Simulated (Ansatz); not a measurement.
Correlation energies of C₃H₇ClMgO (`CC(C)[O][Mg][Cl]`) by basis set

Cartesian coordinates in Å:
```
C 0.059 -1.293 -0.837
C -0.434 -0.305 0.208
C 0.453 -0.318 1.443
O -0.506 0.971 -0.325
Mg -0.405 2.569 -1.037
Cl -0.317 4.558 -1.917
H 0.075 -2.313 -0.444
H 1.073 -1.030 -1.153
H -0.591 -1.273 -1.715
H -1.445 -0.617 0.516
H 1.475 -0.035 1.174
H 0.481 -1.309 1.903
H 0.083 0.394 2.184
```

Total charge 0; spin multiplicity 1. Correlated methods include outer-core shells of Mg, which these sets cover unevenly. The geometry is a stationary point of PBE0-D4/def2-TZVP. It is one conformer, not always the lowest. Frozen core, restricted reference, the Gaussian-basis code of Ansatz. CBS rows extrapolate triple and quadruple zeta; past MP2 they add the triple-zeta difference. For Mg the program correlates outer-core shells too, which these sets cover unevenly, so the extrapolated numbers aren't a true limit.

| basis | HF (Eh) | MP2 corr. |
| --- | --- | --- |
| def2-SVP | -851.42435 | -0.78058 |
| def2-TZVPP | -851.86710 | -1.14655 |
| def2-QZVPP | -851.89920 | -1.26072 |

Estimate the CCSD correlation energy and the (T) correction in each basis where they were run (hartree).


```tsv
basis	CCSD corr.	(T)
def2-SVP	-0.83736	-0.02158
def2-TZVPP	-1.20142	-0.04125
CBS(def2)	-1.40017	as TZ
```
